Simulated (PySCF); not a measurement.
Question: Write Cartesian coordinates for `COC[N@@+]1(C)[BH2-]CCC1` as optimised with PBE0-D3(BJ)/def2-SVP.

Answer: 
```
atom  x, y, z in Å
C1     3.0105   -0.6259   -0.8425
O2     1.9817   -0.1042   -0.0555
C3     0.7832    0.0431   -0.7408
N4    -0.2216    0.6187    0.1564
C5     0.1629    1.9889    0.5220
B6    -1.6932    0.5433   -0.6221
C7    -2.2523   -0.9110   -0.1213
C8    -1.2123   -1.4510    0.8761
C9    -0.4319   -0.2408    1.3554
H10    3.2470    0.0330   -1.7002
H11    3.9037   -0.7132   -0.2102
H12    2.7586   -1.6281   -1.2387
H13    0.4038   -0.9233   -1.1164
H14    0.8822    0.7252   -1.6046
H15   -0.5948    2.3974    1.2003
H16    1.1534    1.9952    0.9986
H17    0.1822    2.6047   -0.3867
H18   -1.4464    0.6716   -1.8186
H19   -2.3215    1.5041   -0.1893
H20   -3.2239   -0.7899    0.3835
H21   -2.4209   -1.6323   -0.9363
H22   -0.5240   -2.1678    0.3972
H23   -1.6429   -1.9860    1.7376
H24   -1.0429    0.3564    2.0479
H25    0.5333   -0.4633    1.8343
```

Orientation and origin are arbitrary. Atoms count from 1 in this order. The 3 C–N bonds span 1.465 Å (C3–N4, drawn single) to 1.490 Å (N4–C9, drawn single), a spread of 0.025 Å. The 5-membered ring N4–B6–C7–C8–C9 has internal angles of 101.5° to 106.2°; it is puckered, 0.18 Å rms from its mean plane, widest ring torsion 42°. The 2 C–C bonds span 1.518 Å (C8–C9, drawn single) to 1.539 Å (C7–C8, drawn single), a spread of 0.021 Å. N4 (nitrogen bonded to B and 3 C) is distorted tetrahedral (angles from 103.0° to 112.9°).

Bonds between heavy atoms (Å): C1–O2 1.396, O2–C3 1.388, C3–N4 1.465, N4–C5 1.469, N4–B6 1.667, B6–C7 1.637, C7–C8 1.539, C8–C9 1.518, N4–C9 1.490.

Method used: PBE0-D3(BJ)/def2-SVP geometry optimisation, gas phase (PySCF 2.14.0).

Point group: C1 (no symmetry element, even within 0.4 Å). No frequency check. One conformer, not necessarily the lowest (C1–O2–C3–N4 -179°, O2–C3–N4–C5 66°, C3–N4–B6–C7 91°, N4–B6–C7–C8 4°, B6–C7–C8–C9 21°, C7–C8–C9–N4 -40°).
